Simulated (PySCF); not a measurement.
Distorted geometries of Yb(SH)3

Yb(SH)3 (singlet in the valence; each metal's 4f electrons, 13 of them, lie in its core potential, out of spins and levels). PySCF 2.14.0, RKS B3LYP, Yb lcecp-1-SVP with ECP59, S def2-SVP, H def2-SVP; non-relativistic Hamiltonian with scalar-relativistic core potentials where named; density fitting; no spin-orbit coupling. Relaxed geometry:

```xyz
7

Yb    0.0000    0.0000    0.8594
S     2.5103   -0.4412    0.8778
H     2.8358    0.8769    0.8872
S    -0.8730    2.3946    0.8778
H    -2.1773    2.0174    0.8872
S    -1.6372   -1.9533    0.8778
H    -0.6585   -2.8943    0.8872
```

Order these distorted geometries by energy above the relaxed one, lowest first.
A.
```xyz
7

Yb   -0.1773   -0.0596    0.8953
S     2.3037   -0.3376    0.7648
H     2.7506    0.7343    0.9420
S    -0.8987    2.2493    0.9410
H    -1.8545    1.9891    0.9271
S    -1.4250   -1.8068    0.9443
H    -0.6988   -2.7688    0.7397
```
B.
```xyz
7

Yb   -0.1012   -0.1117    0.9059
S     2.4817   -0.4543    0.8545
H     2.7041    0.9226    0.7392
S    -0.8686    2.3469    0.9735
H    -1.9625    1.8356    0.9811
S    -1.6736   -1.7948    0.8175
H    -0.5799   -2.7443    0.8827
```
C.
```xyz
7

Yb    0.0134    0.0052    0.8795
S     2.5128   -0.4125    0.8794
H     2.8255    0.9116    0.9034
S    -0.8553    2.3561    0.8805
H    -2.1812    1.9831    0.9188
S    -1.6805   -1.9462    0.8197
H    -0.6347   -2.8972    0.8730
```

C (0.06 eV), B (0.97 eV), A (5.88 eV).

Which forces (eV/Å) act in the one that lies 0.06 eV up?


```
Yb  -0.29 -0.59 -0.02
S    0.18  0.05  0.00
H   -0.02 -0.07  0.00
S   -0.58  0.30  0.02
H    0.47  0.11 -0.02
S    1.14 -0.58  0.06
H   -0.91  0.79 -0.05
```
Forces carry noise of the integration grid, about 0.01 to 0.03 eV/Å.

An lcecp potential fixes the number of 4f electrons, so in runs with it no electron can move into or out of that shell.
